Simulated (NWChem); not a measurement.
System: C$_{2}$H$_{3}$BF$_{2}$O; SMILES C=C(F)B(O)F

The following NWChem deck was run.

```
start job
memory heap 200 mb stack 900 mb global 1100 mb
geometry units angstroms
  C     -1.955839    -0.185658    -0.220293
  C     -0.676716    -0.469999    -0.019844
  F     -0.336570    -1.779770     0.204789
  B      0.552428     0.520254    -0.002774
  O      1.813947     0.158260     0.204603
  F      0.317580     1.812033    -0.210106
  H     -2.719412    -0.945043    -0.211088
  H     -2.249548     0.831470    -0.398678
  H      1.977943    -0.773969     0.353489
end
basis spherical
  * library def2-svp
end
dft
  xc pbe0
  iterations 150
end
driver
  maxiter 120
end
task dft optimize
task dft freq
```

The level has its own optimisation; frequencies are unscaled.

**Question.** Give the results of this calculation. (PBE0/def2-SVP.) Quantities: r C–C (Å); r C–H (Å); r C–F (Å); r B–C (Å); highest harmonic frequency (cm⁻¹); lowest (cm⁻¹); zero-point energy (kcal/mol); dipole (D).

**Answer.** 
```
Property                           Result
---------------------------------  ------
r C–C (Å)                           1.332
r C–H (Å)                           1.092
r C–F (Å)                           1.354
r B–C (Å)                           1.570
highest harmonic frequency (cm⁻¹)    3887
lowest (cm⁻¹)                          84
zero-point energy (kcal/mol)         36.0
dipole (D)                           1.52
```
